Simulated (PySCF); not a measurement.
Species: C₇H₁₉BFPSi.
SMILES: `CC[C@@H](B(F)P[SiH3])C(C)(C)C`

Method used: PySCF, TDDFT B3LYP/def2-SVPD, vertical, gas phase, core orbitals frozen in the response. Geometry: PBE0-D3(BJ)/def2-SVP, one conformer, isolated molecule.

Each state is given a Gaussian of 0.4 eV full width at half maximum, with ε(max) = 2.175×10⁸ f / Δν̃ (Δν̃ the width in cm⁻¹). The width is an assumption, not a result. The curve ends short of the highest state used, and states not computed would add to its high-energy end.

(λ (nm), ε (L mol⁻¹ cm⁻¹)): (192.9, 4463), (194.5, 4137), (196.1, 3873), (197.7, 3668), (199.2, 3545), (200.8, 3532), (202.4, 3703), (204.0, 4100), (205.6, 4707), (207.2, 5444), (208.8, 6176), (210.4, 6748), (212.0, 7032), (213.6, 6955), (215.2, 6518), (216.7, 5839), (218.3, 4932), (219.9, 3955), (221.5, 3019), (223.1, 2202), (224.7, 1548), (226.3, 1071), (227.9, 762), (229.5, 604), (231.1, 576), (232.6, 652), (234.2, 823), (235.8, 1070), (237.4, 1369), (239.0, 1695), (240.6, 2017), (242.2, 2304), (243.8, 2527), (245.4, 2666), (247.0, 2707), (248.6, 2651), (250.1, 2517), (251.7, 2305), (253.3, 2042), (254.9, 1754), (256.5, 1462), (258.1, 1183), (259.7, 931), (261.3, 714), (262.9, 533), (264.5, 388), (266.0, 282), (267.6, 196), (269.2, 134), (270.8, 89), (272.4, 58), (274.0, 37), (275.6, 23), (277.2, 14), (278.8, 9), (280.4, 5)

(1) Locate the maxima and give the states behind the curve.

(2) Coming from long wavelengths, where does ε first pass 100 L mol⁻¹ cm⁻¹?

(3) On this curve, what absorbance would a 10⁻⁴ mol/L sample give at 266 nm over a 1 cm path?

## Answers

(1) 247 nm (5.02 eV), ε about 2700, made up of S1 (100%); 212 nm (5.84 eV), ε about 7000, made up of S2 (76%) and S3 (22%) (ε in L mol⁻¹ cm⁻¹; maxima over ε = 5, shares over 10%). At its high-energy end, 6.43 eV, the curve is still rising (ε about 4500, from S4 and S5). The states used: S1 5.02 eV (f 0.040); S2 5.80 eV (f 0.082); S3 5.94 eV (f 0.029); S4 6.29 eV (f 0.039); S5 6.60 eV (f 0.062); S6 6.72 eV (f 0.0006); S7 6.77 eV (f 0.0091); S8 6.81 eV (f 0.0087); S9 6.89 eV (f 0.0013); S10 7.03 eV (f 0.0063).

(2) At about 270 nm (4.59 eV), 0.44 eV below S1.

(3) 266 nm is 4.661 eV, where ε is about 280 L mol⁻¹ cm⁻¹, so A = ε c l ≈ 0.028 (Beer–Lambert, with the gas-phase spectrum and the assumed width).
